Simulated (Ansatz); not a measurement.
The same path of BrCl$_{3}$FHHf (7 atoms, charge 0, multiplicity 1) was run 3 times with different band settings. Lost on the way: Br6–H7. Made: F2–H7.

Theory: Ansatz, RKS B3LYP-D4/def2-SVP.

Relaxed end points:

```xyz
7
Properties=species:S:1:pos:R:3
Hf 0.072 0.000 -0.086
F 0.243 0.000 1.819
Cl 2.307 0.000 -0.783
Cl -0.810 1.975 -1.017
Cl -0.810 -1.975 -1.017
Br -2.917 0.000 1.399
H -2.216 0.000 2.647
```

```xyz
7
Properties=species:S:1:pos:R:3
Hf -0.474 0.000 -0.100
F -0.065 0.000 2.176
Cl 1.885 0.000 0.009
Cl -0.867 1.882 -1.417
Cl -0.867 -1.882 -1.417
Br -2.743 0.000 1.261
H -1.000 0.000 2.451
```

Common settings: spring 5.0 eV/Å²; optimiser quadratic models (default); start path through a guess of the saddle point; end points relaxed.

| run | movable images | climbing image | force threshold | iteration limit |
| --- | --- | --- | --- | --- |
| 1 | 9 | yes | 0.05 eV/Å | 39 |
| 2 | 9 | yes | 0.2 eV/Å | 46 |
| 3 | 4 | no | 0.05 eV/Å | 60 |

Problem. What does each run give, and how far can it be trusted?

Solution. Run 1: converged after 9 iterations, highest image 0.456 eV above the first end. A vibrational analysis at the climbing image gives one clearly imaginary mode, 495i cm⁻¹: a first-order saddle point.
Run 2: converged after 8 iterations, highest image 0.457 eV above the first end. The threshold of 0.2 eV/Å is loose, so the images may lie well off the minimum-energy path. Another band between the same ends (9 images) ends at a top of the same energy, where a vibrational analysis finds 1 clearly imaginary mode.
Run 3: converged after 10 iterations, highest image 0.398 eV above the first end. No image climbed, so the highest image needn't sit at the top of the path.
The orbitals stay closed-shell, which can raise the energy where a bond breaks towards radicals; this wasn't checked here.
